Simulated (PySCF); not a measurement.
Compound: C8H13PS.
Structure used (GFN2-xTB), in Å, numbered top down from 1:
```xyz
23
C8H13PS angstrom
C     -2.4548   -1.9808    0.5039
C     -1.9412   -0.7697    0.6966
C     -0.7898   -0.2304    0.0003
C     -0.3819    1.0495    0.0491
C     -1.0020    2.1762    0.8072
C      0.8235    1.3933   -0.7807
P      1.6236   -0.2380   -1.1131
C      2.5764   -0.5891    0.4162
S      2.6004   -0.4821   -2.7681
C      0.0339   -1.1444   -0.8730
H     -2.0523   -2.6772   -0.2117
H     -3.3170   -2.3138    1.0556
H     -2.4065   -0.1173    1.4225
H     -0.3108    2.5380    1.5698
H     -1.9303    1.8891    1.2899
H     -1.2067    3.0056    0.1304
H      0.5329    1.8329   -1.7415
H      1.4976    2.0963   -0.2852
H      1.9593   -0.4466    1.3007
H      3.4391    0.0758    0.4457
H      2.9317   -1.6180    0.3665
H      0.2023   -2.1238   -0.4194
H     -0.4321   -1.2983   -1.8517
```

Probes without a nucleus sit at each ring's centroid and 1 Å off its mean plane on both sides; NICS is minus the shielding there, NICSzz its component along the normal. Level: GIAO PBE0/pcSseg-1 (PySCF, non-relativistic, gas phase) on the GFN2-xTB geometry, one conformer.

Ring bond lengths (Å), with Mayer bond orders in brackets: C3–C4 1.344 (1.65), C4–C6 1.503 (1.04), C6–P7 1.847 (0.88), P7–C10 1.846 (0.88), C10–C3 1.509 (1.04).

Task: What do the NICS probes read (ppm)?

Result: 
| ring | type | NICS(0) | NICS(1), two faces | NICS(1)zz, two faces | rms pucker (Å) | centre to ring atoms, mean (Å) |
| --- | --- | --- | --- | --- | --- | --- |
| C3–C4–C6–P7–C10 | 5-membered ring with P; formal bonds 1 double, 4 single | -2.8 | -5.0 / -1.9 | -3.1 / 1.1 | 0.14 | 1.35 |

Task: What do they say, and how far can they be read as aromaticity?

Result: 
- C3–C4–C6–P7–C10: mean NICS(1)zz -1.0 ppm, near zero. C6, P7, C10 have four or more neighbours, so the value isn't read as a sign of a π ring current. The two faces differ by 4.2 ppm, so no symmetry operation interchanges them.

Task: What is the mean of the two in-plane components of NICS at the first NICS(1) probe listed for ring C3–C4–C6–P7–C10, 1 Å off the ring?

Result: The isotropic value is a third of the trace: (3 × -5.0 − (-3.1))/2 = -6.0 ppm.

Task: Give the inner angles of the rings and the Hirshfeld charges of the ring atoms.

Result: 
- C3–C4–C6–P7–C10: C3 115.6° (-0.011 e), C4 116.2° (+0.015 e), C6 104.2° (-0.114 e), P7 92.1° (+0.351 e), C10 104.4° (-0.113 e); sum 532.4° against 540° for a flat convex ring.

Task: How shielded are the nuclei of the rings and their hydrogens (means over atoms taken as equivalent)?

Result: 
| atoms | environment | σ isotropic (ppm) |
| --- | --- | --- |
| C3 | fully substituted alkene carbon | 49.0 |
| C4 | fully substituted alkene carbon | 44.0 |
| C6 | sp3 carbon bound to phosphorus | 135.2 |
| P7 | phosphorus bonded to 3 C and S | 278.9 |
| C10 | sp3 carbon bound to phosphorus | 142.2 |
| H17 | methylene hydrogen | 28.85 |
| H18 | methylene hydrogen | 29.35 |
| H22 | methylene hydrogen | 29.21 |
| H23 | methylene hydrogen | 28.92 |

Time: 64 s wall; peak memory 1.1 GiB. Hardware: Arm Neoverse V1, one thread (shared host). This is the whole shielding run at PBE0/pcSseg-1, SCF included.
